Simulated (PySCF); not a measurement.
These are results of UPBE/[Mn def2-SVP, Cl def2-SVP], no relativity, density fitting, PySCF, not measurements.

```xyz
5
charge 0 multiplicity 4, angstrom
Mn    0.0000    0.0000    0.0000
Cl   -0.1642    1.7952   -1.1330
Cl    0.1634   -1.7961   -1.1318
Cl    1.7902   -0.2187    1.1318
Cl   -1.7893    0.2195    1.1330
```

MnCl₄ (quartet), along the line from Mn1 (at 0) through Cl2 (at 2.129 Å).

Task: Tabulate the fields along this line at -0.75, -0.64, -0.53, -0.43, -0.32, -0.21, -0.11, 0.11, 0.21, 0.32, 0.43, 0.53, 0.64, 0.75, 0.85, 0.96, 1.06, 1.17, 1.28, 1.38, 1.49, 1.60, 1.70, 1.81, 1.92, 2.02, 2.24, 2.34, 2.45, 2.56, 2.66, 2.77, 2.87, 2.98, 3.09, 3.19, 3.30, 3.41 Å.

Result: 
```json
{"distance (Å)": "-0.75", "electron density (e/Å³)": "1.27", "spin density (e/Å³)": "0.224", "electron localisation function": "0.341", "electrostatic potential (V)": "29.1"}
{"distance (Å)": "-0.64", "electron density (e/Å³)": "2.7", "spin density (e/Å³)": "0.376", "electron localisation function": "0.562", "electrostatic potential (V)": "44.2"}
{"distance (Å)": "-0.53", "electron density (e/Å³)": "5.87", "spin density (e/Å³)": "0.662", "electron localisation function": "0.723", "electrostatic potential (V)": "72.4"}
{"distance (Å)": "-0.43", "electron density (e/Å³)": "11.9", "spin density (e/Å³)": "1.15", "electron localisation function": "0.758", "electrostatic potential (V)": "131"}
{"distance (Å)": "-0.32", "electron density (e/Å³)": "19.3", "spin density (e/Å³)": "1.83", "electron localisation function": "0.496", "electrostatic potential (V)": "260"}
{"distance (Å)": "-0.21", "electron density (e/Å³)": "41.7", "spin density (e/Å³)": "2.42", "electron localisation function": "0.171", "electrostatic potential (V)": "580"}
{"distance (Å)": "-0.11", "electron density (e/Å³)": "438", "spin density (e/Å³)": "1.77", "electron localisation function": "0.812", "electrostatic potential (V)": "1780"}
{"distance (Å)": "0.11", "electron density (e/Å³)": "439", "spin density (e/Å³)": "1.25", "electron localisation function": "0.814", "electrostatic potential (V)": "1780"}
{"distance (Å)": "0.21", "electron density (e/Å³)": "41.3", "spin density (e/Å³)": "2.76", "electron localisation function": "0.17", "electrostatic potential (V)": "580"}
{"distance (Å)": "0.32", "electron density (e/Å³)": "18.8", "spin density (e/Å³)": "2.26", "electron localisation function": "0.468", "electrostatic potential (V)": "261"}
{"distance (Å)": "0.43", "electron density (e/Å³)": "11.6", "spin density (e/Å³)": "1.38", "electron localisation function": "0.734", "electrostatic potential (V)": "131"}
{"distance (Å)": "0.53", "electron density (e/Å³)": "5.79", "spin density (e/Å³)": "0.736", "electron localisation function": "0.693", "electrostatic potential (V)": "72.8"}
{"distance (Å)": "0.64", "electron density (e/Å³)": "2.75", "spin density (e/Å³)": "0.371", "electron localisation function": "0.514", "electrostatic potential (V)": "44.5"}
{"distance (Å)": "0.75", "electron density (e/Å³)": "1.41", "spin density (e/Å³)": "0.187", "electron localisation function": "0.297", "electrostatic potential (V)": "29.6"}
{"distance (Å)": "0.85", "electron density (e/Å³)": "0.853", "spin density (e/Å³)": "0.0879", "electron localisation function": "0.186", "electrostatic potential (V)": "21.3"}
{"distance (Å)": "0.96", "electron density (e/Å³)": "0.666", "spin density (e/Å³)": "0.0333", "electron localisation function": "0.207", "electrostatic potential (V)": "16.8"}
{"distance (Å)": "1.06", "electron density (e/Å³)": "0.676", "spin density (e/Å³)": "0.00319", "electron localisation function": "0.397", "electrostatic potential (V)": "15.1"}
{"distance (Å)": "1.17", "electron density (e/Å³)": "0.818", "spin density (e/Å³)": "-0.0154", "electron localisation function": "0.669", "electrostatic potential (V)": "15.9"}
{"distance (Å)": "1.28", "electron density (e/Å³)": "1.07", "spin density (e/Å³)": "-0.0298", "electron localisation function": "0.797", "electrostatic potential (V)": "19.9"}
{"distance (Å)": "1.38", "electron density (e/Å³)": "1.39", "spin density (e/Å³)": "-0.0425", "electron localisation function": "0.802", "electrostatic potential (V)": "28.2"}
{"distance (Å)": "1.49", "electron density (e/Å³)": "1.72", "spin density (e/Å³)": "-0.051", "electron localisation function": "0.645", "electrostatic potential (V)": "43.3"}
{"distance (Å)": "1.60", "electron density (e/Å³)": "2.04", "spin density (e/Å³)": "-0.0497", "electron localisation function": "0.236", "electrostatic potential (V)": "69"}
{"distance (Å)": "1.70", "electron density (e/Å³)": "3.13", "spin density (e/Å³)": "-0.0332", "electron localisation function": "0.0864", "electrostatic potential (V)": "113"}
{"distance (Å)": "1.81", "electron density (e/Å³)": "11.3", "spin density (e/Å³)": "-0.00539", "electron localisation function": "0.505", "electrostatic potential (V)": "198"}
{"distance (Å)": "1.92", "electron density (e/Å³)": "56.6", "spin density (e/Å³)": "-0.0188", "electron localisation function": "0.862", "electrostatic potential (V)": "406"}
{"distance (Å)": "2.02", "electron density (e/Å³)": "197", "spin density (e/Å³)": "-0.22", "electron localisation function": "0.392", "electrostatic potential (V)": "1270"}
{"distance (Å)": "2.24", "electron density (e/Å³)": "199", "spin density (e/Å³)": "-0.218", "electron localisation function": "0.396", "electrostatic potential (V)": "1270"}
{"distance (Å)": "2.34", "electron density (e/Å³)": "56.9", "spin density (e/Å³)": "-0.0221", "electron localisation function": "0.862", "electrostatic potential (V)": "405"}
{"distance (Å)": "2.45", "electron density (e/Å³)": "11.3", "spin density (e/Å³)": "-0.00185", "electron localisation function": "0.494", "electrostatic potential (V)": "197"}
{"distance (Å)": "2.56", "electron density (e/Å³)": "3.11", "spin density (e/Å³)": "-0.018", "electron localisation function": "0.089", "electrostatic potential (V)": "113"}
{"distance (Å)": "2.66", "electron density (e/Å³)": "1.96", "spin density (e/Å³)": "-0.0263", "electron localisation function": "0.252", "electrostatic potential (V)": "67.9"}
{"distance (Å)": "2.77", "electron density (e/Å³)": "1.57", "spin density (e/Å³)": "-0.0254", "electron localisation function": "0.676", "electrostatic potential (V)": "41.7"}
{"distance (Å)": "2.87", "electron density (e/Å³)": "1.18", "spin density (e/Å³)": "-0.0202", "electron localisation function": "0.835", "electrostatic potential (V)": "25.8"}
{"distance (Å)": "2.98", "electron density (e/Å³)": "0.815", "spin density (e/Å³)": "-0.0145", "electron localisation function": "0.855", "electrostatic potential (V)": "16.2"}
{"distance (Å)": "3.09", "electron density (e/Å³)": "0.536", "spin density (e/Å³)": "-0.01", "electron localisation function": "0.834", "electrostatic potential (V)": "10.2"}
{"distance (Å)": "3.19", "electron density (e/Å³)": "0.346", "spin density (e/Å³)": "-0.00688", "electron localisation function": "0.785", "electrostatic potential (V)": "6.54"}
{"distance (Å)": "3.30", "electron density (e/Å³)": "0.223", "spin density (e/Å³)": "-0.0048", "electron localisation function": "0.708", "electrostatic potential (V)": "4.21"}
{"distance (Å)": "3.41", "electron density (e/Å³)": "0.145", "spin density (e/Å³)": "-0.0034", "electron localisation function": "0.613", "electrostatic potential (V)": "2.73"}
```

On a grid of 0.11 Å the density has a local minimum along the bond near 0.96 Å from Mn, at 0.67 e/Å³, where the ELF is 0.21.

Other spin states or occupations of the open shell can lie lower.
